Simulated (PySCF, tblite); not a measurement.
Species: C4H6FOSi2 (doublet state).
Numbering: `[F:1][c:2]1[cH:3][cH:4][o:5][c:6]1[SiH:7][SiH3:8]` (hydrogens: H9 on C3; H10 on C4; H11 on Si7; H12, H13, H14 on Si8)

Cartesian coordinates in Å at the GFN2-xTB level; atoms count from 1:
```xyz
14
C4H6FOSi2 angstrom
F     -1.637   -2.415   -0.646
C     -1.573   -1.116   -0.321
C     -2.653   -0.213   -0.299
C     -2.101    0.974    0.080
O     -0.778    0.850    0.282
C     -0.425   -0.441    0.032
Si     1.330   -0.955    0.339
Si     2.874    0.725    0.250
H     -3.677   -0.421   -0.528
H     -2.534    1.943    0.234
H      1.446   -2.286   -0.262
H      3.424    1.071   -1.069
H      2.286    1.948    0.801
H      4.018    0.337    1.083
```

Jobs on this species (14 atoms, 75 electrons) with PySCF (density fitting) and tblite. Hardware of each: an Arm Neoverse N1 with one thread (shared host). The host was shared with other jobs, so the times are rough.

```csv
level and settings,work,basis functions,SCF cycles,wall time
"UKS B3LYP, pcH-1 on C F H O Si, non-relativistic, mean-field spin-orbit, GIAO","unrestricted SCF, g, hyperfine, density and orbital grids written",280,?,?
GFN2-xTB,Hessian by finite differences,–,–,0.89 s
GFN2-xTB,L-BFGS relaxation,–,–,1.7 s
```

Q: Fill in the missing figures.

A: 
- UKS B3LYP, pcH-1 on C F H O Si, non-relativistic, mean-field spin-orbit, GIAO; unrestricted SCF, g, hyperfine, density and orbital grids written: 2.8 min, 14 SCF cycles

Q: What do all jobs in the table cost together?

A: About 2.8 min; the longest takes about 98 % of that, and about 190 times as long as the shortest.
